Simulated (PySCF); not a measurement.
Compound: C3H3Br.
Cartesian coordinates in Å at the PBE0-D3(BJ)/def2-SVP level; atoms count from 1:
```xyz
7
C3H3Br angstrom
Br     2.0222    1.0900   -0.2714
C      0.4995    0.0577    0.4266
C     -0.3273   -0.7398   -0.4866
C     -0.8623    0.3594   -0.0297
H      0.7554   -0.2428    1.4497
H     -0.3712   -1.6202   -1.1225
H     -1.6811    1.0739   -0.0048
```

Theory: MP2 and CCSD/aug-cc-pVDZ in PySCF, restricted Hartree–Fock reference, 12 core orbitals frozen, non-relativistic, gas phase, PBE0-D3(BJ)/def2-SVP geometry.

E(HF) = -2687.65234 Eh.

(1) How large is the problem?

(2) What are the MP2 and CCSD correlation energies?

(3) What is the T1 diagnostic?

(4) How does correlation change the dipole moment?

Results:

(1) 132 basis functions and 56 electrons; 12 orbitals frozen, which leaves o = 16 correlated occupied and v = 104 virtual orbitals. That is o·v = 1664 singles and o·v(o·v + 1)/2 = 1385280 distinct closed-shell doubles amplitudes before symmetry; the costliest CCSD step grows as o²v⁴ = 3.0 × 10^10.

(2) MP2 -0.5480 Eh and CCSD -0.5773 Eh, which gives totals of -2688.20030 and -2688.22963 Eh. That is 0.491 eV for each correlated electron at CCSD (1516 kJ/mol in all, 0.021 % of the total energy); MP2 gives 94.9 % of the CCSD value.

(3) 0.0090, below the customary warning level of 0.02. It is the norm of the spatial-orbital singles amplitudes over the root of the number of correlated electrons, so the norm is 0.051.

(4) HF gives 3.26 D and CCSD (unrelaxed density) 2.84 D, a change of -0.42 D.

Connected triples and the basis-set limit are missing.

The job also held the EOM ionisation roots. Hardware: one thread, Arm Neoverse V1 (aarch64), shared host with 32 logical CPUs at a one-minute load of 15. Cost: 2.9 min, 1.9 GiB resident at most.
